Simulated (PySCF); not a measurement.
Predicted spectroscopic data

[PySCF 2.14: GFN2-xTB structure; GIAO PBE0/pcSseg-1 shieldings; no relativistic terms; isolated molecule; rapidly exchanging positions averaged; single conformer]

Shifts are taken against calculated references (same method and geometry level): TMS for ¹H (σref 31.72), ¹³C (σref 186.93). Where no couplings were computed, multiplicities follow the n + 1 count of equivalent neighbours, and m marks all less simple cases (inequivalent or close neighbours, rings, F or P nearby). Shifts are as computed. Against solution values, carbons near 30 ppm lie about +3 ppm off and those near 130 ppm about +5 ppm. Of 1211 compounds with measured shifts, 218 miss one by over three times the rms of a fit or turn the order of signals round; such compounds aren't used in these exercises.

**1.** `CO[SiH2]OCOC(=O)O[SiH3]`, C3H10O5Si2. ¹H NMR (400 MHz, computed): δ 5.69 (s, 2H), 4.86 (s, 3H), 4.73 (s, 2H), 3.86 (s, 3H). ¹³C{¹H} NMR (computed): δ 164.2 (C), 87.6 (CH2), 52.2 (CH3).

**2.** `InChI=1S/C6H11N3/c1-5(2)6-8-7-4-9(6)3/h4-5H,1-3H3`. ¹H NMR (400 MHz, computed): δ 7.56 (s, 1H), 3.67 (s, 3H), 2.81 (sept, 1H), 1.49 (d, 6H). ¹³C{¹H} NMR (computed): δ 162.9 (C), 146.0 (CH), 30.8 (CH3), 28.6 (CH), 24.6 (CH3).
